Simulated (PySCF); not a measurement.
Relaxation of singlet CrH4

All numbers come from PBE0 in PySCF with Cr def2-TZVP, H def2-TZVP; no relativity; density-fitted integrals. A (50,194) grid was used.

A start at or just off a symmetric point, pushed along the force that breaks its symmetry, of D2d symmetry, free to break it:

```xyz
5
charge 0 multiplicity 1, angstrom
Cr    0.0000    0.0000    0.0000
H     1.2719   -0.0001    0.9196
H    -1.2719    0.0000    0.9196
H     0.0000    1.2720   -0.9196
H     0.0000   -1.2719   -0.9197
```

Optimiser trace:
```csv
step,E − E(last) (kJ/mol),largest gradient (Eh/bohr)
0,16.90,0.00321
1,14.68,0.00290
2,7.42,0.00227
3,4.50,0.00379
4,3.10,0.00393
5,1.39,0.00262
6,0.29,0.00065
7,0.04,0.00072
8,0.00,0.00014
9,0.00,0.00001
```

It ends at D2d with Cr–H 1.594 Å (×4); H–Cr–H 63.8° (×2), H–Cr–H 136.1° (×4). A frequency run shows 1 imaginary mode, down to 422i cm⁻¹, so it is a saddle point. Other isomers or separated fragments may lie lower.

Final geometry:
```xyz
5
charge 0 multiplicity 1, angstrom
Cr    0.0000    0.0000    0.0000
H     0.8423   -0.0001    1.3532
H    -0.8423    0.0000    1.3532
H     0.0000    0.8423   -1.3532
H     0.0000   -0.8422   -1.3532
```

Stability towards spin polarisation was not tested. At this level a triplet minimum of Td symmetry lies 207 kJ/mol below this structure.

The relaxation took of the order of 19 core-seconds on a shared host.
